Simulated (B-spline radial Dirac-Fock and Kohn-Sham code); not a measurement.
# Core-level shifts of bismuth with charge state

Calculated with a B-spline atomic structure program, using ΔSCF Dirac-Fock with Breit, self-energy and vacuum polarisation, finite nucleus, configuration average. Each ion is free and in its tabulated ground configuration. Correlation and solid-state effects are left out.

Reference: Bi⁴³⁺, [Kr] 4d4, with L2 17774.4 eV, L3 15480.3 eV, M1 6006.8 eV, M3 5174.1 eV, M4 4695.1 eV, Lβ1 (L2-M4) 13079.3 eV. Shifts from it, in eV (a dash: the subshell is empty, belongs to an open shell averaged over j, or its hole state is left out as unreliable):

```
  ion      configuration      L2      L3      M1      M3      M4     Lβ1
Bi⁴⁴⁺           [Kr] 4d3   +89.3   +88.8   +79.8   +79.2   +80.9   +8.46
Bi⁴⁵⁺           [Kr] 4d2  +179.8  +178.7  +160.5  +159.3  +162.6  +17.17
Bi⁴⁶⁺           [Kr] 4d1  +271.4  +269.7  +242.0  +240.3  +245.3  +26.13
Bi⁴⁷⁺  [Ar] 3d10 4s2 4p6       ?       ?       ?       ?       ?       ?
Bi⁴⁸⁺  [Ar] 3d10 4s2 4p5  +458.0       –  +406.2       –  +412.4  +45.51
```

Question: Give the missing shifts for Bi⁴⁷⁺.

Answer: L2 +364.2, L3 +361.9, M1 +324.4, M3 +322.1, M4 +328.9, Lβ1 +35.34 (eV).

Over this range L2 (2p1/2) moves by +458.0 eV and Lβ1 by +45.5 eV: a line is a difference of two levels that shift in the same direction.
